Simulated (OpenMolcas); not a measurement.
## Ni4+: effect of the basis set

```json
{
  "Program": "OpenMolcas 26.06",
  "Method": "CASSCF",
  "Active space": "6 electrons in 10 orbitals (3d 4d)",
  "State averaging": "2S+1 = 5 even, 5 roots; 2S+1 = 3 even, 45 roots; 2S+1 = 1 even, 44 roots",
  "Spin-orbit coupling": "state interaction with AMFI integrals over the reference wave functions, term energies averaged over their components"
}
```

A. ANO-RCC-VTZP [6s5p3d2f1g], DKH2, point nucleus; cost about 4 core-minutes
B. ANO-R2 [6s5p4d2f1g], X2C, finite nucleus; cost about 3 core-minutes
C. ANO-RCC-VQZP [7s6p4d3f2g1h], DKH2, point nucleus; cost of the order of 3 core-minutes

Energies in cm-1 above 3d6 5D4, the measured ground level; measured values from Corliss and Sugar, J. Phys. Chem. Ref. Data 10, 197 (1981).

```csv
Level,A,B,C,Measured
3d6 5D4,0.0,0.0,0.0,0.0
3d6 5D3,817,816,817,890
3d6 5D2,1381,1380,1380,1490
3d6 5D1,1741,1740,1740,1872
3d6 5D0,1917,1916,1916,2058
3d6 3H6,29041,29093,29049,27111
3d6 3H5,29432,29486,29441,27578
3d6 3H4,29699,29753,29709,27859
3d6 3P2(1),31556,31605,31555,26153
3d6 3F4(1),33098,33162,33109,29124
3d6 3F3(1),33573,33639,33586,29571
3d6 3F2(1),33932,33999,33947,29899
3d6 3P1(1),34045,34092,34043,28698
3d6 3P0(1),35015,35061,35012,29640
3d6 3G5,36636,36709,36652,33256
3d6 3G4,37431,37504,37448,34062
3d6 3G3,37725,37800,37744,34416
3d6 1I6,43786,43855,43788,41252
3d6 1G4(1),46361,46416,46345,42208
3d6 3D1,47103,47234,47156,
3d6 3D2,47148,47278,47200,
3d6 3D3,47403,47532,47455,41920
3d6 1S0,53659,53744,53657,47700
3d6 1D2,57437,57520,57430,48607
```

Deviations, from unrounded energies. A percentage is the sum of absolute deviations over the sum of measured energies, with the sign that they share, or ± where signs differ.

| Against measurement | Levels | A | B | C |
| --- | --- | --- | --- | --- |
| mean absolute deviation (cm-1) | 21 | 3400 | 3400 | 3400 |
| fine structure of the ground term (%) | 4 | -7.2 | -7.3 | -7.2 |
| other terms of the ground configuration (%) | 17 | +12.2 | +12.4 | +12.2 |

A, B, C lie about equally close to measurement. The largest miss of A in the table is 3d6 1D2, by +8800 cm-1. The ranking rests on the paired levels alone, and a cruder setting can come out closer through cancelling errors.

Among A to C the level of the table that moves most is 3d6 3D1, by 130 cm-1 (lowest in A, highest in B).

Without dynamic correlation excited terms often stand tens of per cent too high (terms of higher spin than the ground term too low), and those without a measured partner can miss by more than the paired ones. Active for correlation alone: 4d; no level in the range computed is led by a configuration that fills it, so any true level of that kind is missing. Measured partners are found by configuration, term and J. A level has none where our copy of the source lacks it or the pairing is in doubt (some pairs that miss far off the trend of their configuration count as doubtful), and it then counts in no deviation. Levels of configurations outside the active space are missing. Levels that lie high or do not pair safely by name in every column are left out.

A number in round brackets counts repeated terms of one configuration in the order of the reference energies.
